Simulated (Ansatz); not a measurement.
Reaction (hydrogenolysis of a Ga–C bond): `[CH3][Ga]([OH])[GeH3]` + H₂ → `[OH][GaH][GeH3]` + CH₄

Calculated with Ansatz (gas phase, PBE0-D4/def2-TZVP geometries, no zero-point term in ΔE). CCSD(T)/CBS adds triple-zeta CCSD(T) − MP2 to the extrapolated MP2 energy (def2 sets, frozen cores). This one scheme is used for every species. Functionals use def2-TZVPP. B3LYP here is the variant with VWN-RPA as its local correlation; programs differ in this. For Ga, Ge outer-core shells are correlated without core-valence functions, which leaves a few kJ/mol of doubt a bond. Scalar relativity is left out up to krypton. Each species was taken in one conformer, which may not be the lowest.

```
           level  ΔE (kJ/mol)  difference from CCSD(T)/CBS
       r2SCAN-D4        -32.4                         -5.7
      r2SCANh-D4        -33.2                         -6.5
      r2SCAN0-D4        -34.3                         -7.6
        BHLYP-D4        -38.5                        -11.8
         ωB97X-V        -34.8                         -8.1
         ωB97M-V        -33.4                         -6.7
            BLYP        -40.4                        -13.7
          r2SCAN        -33.8                         -7.1
           B3LYP        -41.8                        -15.1
         r2SCANh        -34.6                         -7.9
           BHLYP        -45.2                        -18.5
   CCSD/def2-SVP        -43.7                        -17.0
CCSD(T)/def2-SVP        -40.7                        -14.0
   HF/def2-QZVPP        -56.0                        -29.3
  MP2/def2-QZVPP        -21.7                          5.0
  CCSD/CBS(def2)        -30.9                         -4.2
     CCSD(T)/CBS        -26.7                            0
```

Largest T1 diagnostic among the species: 0.014.

The D4 term adds +7.3 kJ/mol with B3LYP and +4.1 kJ/mol with PBE0; it sums over pairs of atoms, weighted by their polarisabilities, and B3LYP, whose exchange is more repulsive, gets the larger term. Leaving LDA and LC-ωPBE aside and taking each functional with its dispersion term where it has one, the values, not all of them listed here, spread over 19.0 kJ/mol, from B97M-V to revPBE-D4. In def2-TZVPP, CCSD(T) changes the Hartree–Fock value by +25.7 kJ/mol (the triples alone add +4.2 kJ/mol) and MP2 by +32.2 kJ/mol.

CCSD(T)/CBS has its own doubt, a few kJ/mol and more with outer-core shells, so smaller differences from it don't rank the levels.
